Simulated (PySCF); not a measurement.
**Mg⁺ (magnesium, charge +1): UHF calculation**

Configuration: [Ne] 3p1, 2P determinant (an excited configuration). All numbers are calculated (PySCF 2.14, no relativity, point nucleus, in aug-cc-pVQZ (7s6p4d3f2g, 84 functions)).

| Property | Result |
| --- | --- |
| Total energy | -199.214289 hartree |
| One-electron energy | -274.8406 hartree |
| Hartree (Coulomb) energy | 91.4580 hartree |
| Exchange energy | -15.8316 hartree |
| Kinetic energy | 199.19814 hartree |
| ⟨S²⟩ | 0.7500 |
| ⟨L²⟩ | 2.000 |
| Sum of ⟨r⟩ | 9.252 bohr |
| Sum of ⟨r²⟩ | 18.95 bohr² |
| Traceless quadrupole moment −½Σ⟨3z² − r²⟩ along its main axis | -5.68 e·bohr² |
| Density at the nucleus (Gaussians lack the cusp) | 1080 bohr⁻³ |
| Spin density at the nucleus | -0.00473 bohr⁻³ |
| Langevin diamagnetic susceptibility | -15.0 ×10⁻⁶ cm³/mol |

```json
{"shell": "1s α", "electrons": "1", "mean orbital energy (eV)": "-1345.1", "spread (eV)": "0", "rms radius, mean of both spins (bohr)": "0.152"}
{"shell": "1s β", "electrons": "1", "mean orbital energy (eV)": "-1345.0", "spread (eV)": "0", "rms radius, mean of both spins (bohr)": "0.152"}
{"shell": "2s α", "electrons": "1", "mean orbital energy (eV)": "-113.00", "spread (eV)": "0", "rms radius, mean of both spins (bohr)": "0.756"}
{"shell": "2s β", "electrons": "1", "mean orbital energy (eV)": "-112.89", "spread (eV)": "0", "rms radius, mean of both spins (bohr)": "0.756"}
{"shell": "2p α", "electrons": "3", "mean orbital energy (eV)": "-72.863", "spread (eV)": "0.183", "rms radius, mean of both spins (bohr)": "0.769"}
{"shell": "2p β", "electrons": "3", "mean orbital energy (eV)": "-72.681", "spread (eV)": "0.248", "rms radius, mean of both spins (bohr)": "0.769"}
{"shell": "3p α", "electrons": "1", "mean orbital energy (eV)": "-10.451", "spread (eV)": "0", "rms radius, mean of both spins (bohr)": "3.77"}
```

Spin-orbit constants ζ (cm⁻¹) from the X2C one-electron operator on these orbitals (non-relativistic here): bare nucleus, nucleus screened by l(l+1)(2l+1)/3 electrons, and screened by the Breit-Pauli mean field of the electrons.

| shell | bare | screened nucleus | mean field |
| --- | --- | --- | --- |
| 2p | 1745 | 1454 | 1322 |
| 3p | 59.22 | 49.35 | 43.83 |

To first order the Landé constant is A = 43.83 cm⁻¹, so the lowest level has J = 1/2 and lies 0.00543 eV below the centre of the term.
